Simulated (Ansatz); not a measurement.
Consider the ligand exchange at a Mo–O bond: `C[N]=[Mo](=[O])([OH])[F]` + CH₃OH → `C[N]=[Mo](=[O])([F])[O]C` + H₂O.

Calculated with Ansatz (gas phase, PBE0-D4/def2-TZVP geometries, no zero-point term in ΔE). CCSD(T)/CBS adds triple-zeta CCSD(T) − MP2 to the extrapolated MP2 energy (def2 sets, frozen cores). This one scheme is used for every species. DFT in def2-TZVPP. def2 core potentials past Kr. For Mo outer-core shells are correlated without core-valence functions, which leaves a few kJ/mol of doubt a bond. One conformer a species, not always the lowest.

(1) Is it downhill or uphill in electronic energy at CCSD(T)/CBS, and by how much? (Best estimate.)

(2) What do these levels give: PBE-D4, r2SCAN-D4, PBE0-D4, r2SCAN0-D4, CAM-B3LYP-D4, B2PLYP, r2SCANh, BHLYP, LC-ωPBE, SCS-MP2/def2-QZVPP, HF/CBS(def2), MP2/CBS(def2)? (Estimate.)

(3) What do rigid-rotor, harmonic-oscillator terms from PBE0-D4/def2-TZVP frequencies (298.15 K, 1 bar) make of the CCSD(T)/CBS value? (An estimate is asked.)

Largest T1 diagnostic among the species: 0.022, so the coupled-cluster value is less sure than usual.

## Answers

(1) The calculation gave: Downhill: ΔE = -16.0 kJ/mol.

(2) Computed: PBE-D4 -12.9, r2SCAN-D4 -12.2, PBE0-D4 -11.8, r2SCAN0-D4 -11.3, CAM-B3LYP-D4 -11.8, B2PLYP -12.3, r2SCANh -10.3, BHLYP -7.5, LC-ωPBE -6.2, SCS-MP2/def2-QZVPP -15.8, HF/CBS(def2) -5.3, MP2/CBS(def2) -19.4 kJ/mol.

(3) Ansatz gave: ΔZPE = -4.0 kJ/mol, ΔH = -16.6 kJ/mol, ΔS = -5 J/(mol·K), ΔG = -15.2 kJ/mol.

In def2-TZVPP, CCSD(T) changes the Hartree–Fock value by −10.7 kJ/mol (the triples alone add −2.9 kJ/mol) and MP2 by −14.1 kJ/mol. Leaving LDA and LC-ωPBE aside and taking each functional with its dispersion term where it has one, the values, not all of them listed here, spread over 6.2 kJ/mol, from BLYP-D4 to ωB97X-V. LDA lies −3.9 kJ/mol from PBE without D4.
